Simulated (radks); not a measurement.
Excited configurations of Cd+: one electron is placed in a higher orbital outside [Kr] 4d10. The ground configuration is [Kr] 4d10 5s1. All-electron calculation, scalar-relativistic Kohn-Sham, r2SCAN, spin-polarised, spherical densities, finite nucleus; open shells are filled with parallel spins first (spin-orbit coupling, left out, can overturn this in heavy ions); meta-GGA in the generalised Kohn-Sham scheme; Fermi nuclear charge, rms radius 4.6087 fm. Program: a radial shooting solver on a logarithmic mesh with Libxc functionals. Excitation = E - E(ground); binding = E(ion) - E, where the ion is the core of charge +2; n* = 2/sqrt(2 binding) in atomic units, and the quantum defect is n - n*.

| outer orbital | excitation (eV) | binding (eV) | n* | quantum defect | eigenvalue (eV) | <r> (bohr) |
|---|---|---|---|---|---|---|
| 4f | 13.702 | 3.413 | 3.993 | 0.007 | -2.436 | 8.899 |
| 5p | 5.979 | 11.136 | 2.211 | 2.789 | -8.420 | 3.399 |
| 5d | 11.440 | 5.675 | 3.097 | 1.903 | -4.114 | 5.775 |
| 6s | 10.188 | 6.927 | 2.803 | 3.197 | -5.551 | 6.112 |
| 6p | 11.807 | 5.308 | 3.202 | 2.798 | -4.214 | 7.509 |
| 6d | 13.785 | 3.330 | 4.043 | 1.957 | -2.569 | 11.08 |
| 7s | 13.329 | 3.786 | 3.791 | 3.209 | -3.073 | 11.04 |
| 7p | 13.985 | 3.130 | 4.170 | 2.830 | -2.515 | 13.03 |
| 7f | 15.919 | 1.196 | 6.746 | 0.254 | -0.958 | 32.51 |

The Delta-SCF ionisation energy is 17.115 eV (NIST Atomic Spectra Database: 16.908 eV, measured). Self-interaction in the functional shifts the binding energies and quantum defects, so they are the method's values and not measured ones.
